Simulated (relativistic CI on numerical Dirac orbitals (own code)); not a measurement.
# W⁴⁵⁺: q coefficients and field-shift factors

These numbers are calculated, not measured: Dirac-Coulomb-Breit CI, orbitals from a KLI potential per configuration, derivatives by finite differences, unscaled Slater integrals, QED left out (own radial code, finite nucleus).

Configurations in the expansion (outside the closed core [Ar] 3d10): 4s, 4p, 4d, 4f, 5s, 5p, 5d, 5f. Levels of other configurations are missing.

With x = (α/α₀)² − 1 an excitation energy changes as ω = ω₀ + qx; K = 2q/ω₀ is the relative enhancement. Terms are leading LS components, so labels can repeat. The field-shift factor is F = δν/δ⟨r²⟩ for the transition from the lowest level.

Lowest level 4s 2S_1/2.

```tsv
Level	ω₀ (cm⁻¹)	q (cm⁻¹)	K	F (GHz/fm²)
4p 2P°_1/2	798581	132900	0.333	-2120
4p 2P°_3/2	1614118	1.12e+06	1.39	-2260
4d 2D_3/2	2830868	1.173e+06	0.829	-2250
4d 2D_5/2	3003876	1.351e+06	0.899	-2240
4f 2F°_5/2	4302649	1.341e+06	0.623	-2210
4f 2F°_7/2	4345975	1.383e+06	0.636	-2210
5s 2S_1/2	7803688	713600	0.183	-1170
5p 2P°_1/2	8191386	770500	0.188	-2150
5p 2P°_3/2	8574382	1.23e+06	0.287	-2220
5d 2D_3/2	9154350	1.254e+06	0.274	-2210
5d 2D_5/2	9238080	1.34e+06	0.29	-2210
5f 2F°_5/2	9814143	1.335e+06	0.272	-2190
5f 2F°_7/2	9839382	1.36e+06	0.276	-2190
```

At this charge energies of transitions that change n are usually good to better than 1 %, and those within a shell (Δn = 0) to a few per cent.
